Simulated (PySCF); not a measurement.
## Structure from 2D NMR

Compound of formula C₃H₆Cl₂Si₂. Correlations simulated from computed shifts and the bond graph:

HSQC (one-bond C–H):
```csv
δH,δC
5.67,72.3
```

COSY cross peaks (H two or three bonds apart, from the bond graph; peaks can be absent where the dihedral angle is near 90°):
```csv
δH,δH
5.67,4.48
```

HMBC (two and three bonds, from the bond graph):
```csv
δH,δC
5.67,113.8
4.48,"117.0, 113.8, 72.3"
4.25,"117.0, 113.8"
```

Carbons without hydrogens: δ 117.0, 113.8.

- NMR shieldings at PBE0/pcSseg-1/GIAO
- geometry: GFN2-xTB
- program: PySCF 2.14.0 with density-fitted response routines
- one conformer, in vacuum, no relativistic terms, equivalent nuclei averaged

Referencing at the same level of theory: 1H, 13C vs TMS.

Exchangeable hydrogens are left out of these lists.

Question: Which molecule is this?

Answer: SMILES [SiH3]C#C[SiH2]C(Cl)Cl.

Structure with atom numbers: `[SiH3:1][C:2]#[C:3][SiH2:4][CH:5]([Cl:6])[Cl:7]`. Hydrogens are named by the atom that carries them.

δC 117.0 is C2, an alkyne carbon. δC 113.8 is C3, an alkyne carbon. δC 72.3 is C5, an sp3 CH bonded to 2 Cl and Si (δH 5.67). HMBC from δH 5.67 reaches the proton-free carbon C3. HMBC from δH 4.48 reaches the proton-free carbons C2, C3. HMBC from δH 4.25 reaches the proton-free carbons C2, C3. COSY links 5.67–4.48.

This is the structure that produced the data.

Carbons that carry Cl, above all several Cl atoms, come out too deshielded, partly because spin–orbit coupling is missing. Shifts are as computed. Against solution values, carbons near 30 ppm lie about +3 ppm off and those near 130 ppm about +5 ppm; carbons on Cl a further +6 ppm. Of 1211 compounds with measured shifts, 218 miss one by over three times the rms of a fit or turn the order of signals round; such compounds aren't used in these exercises.
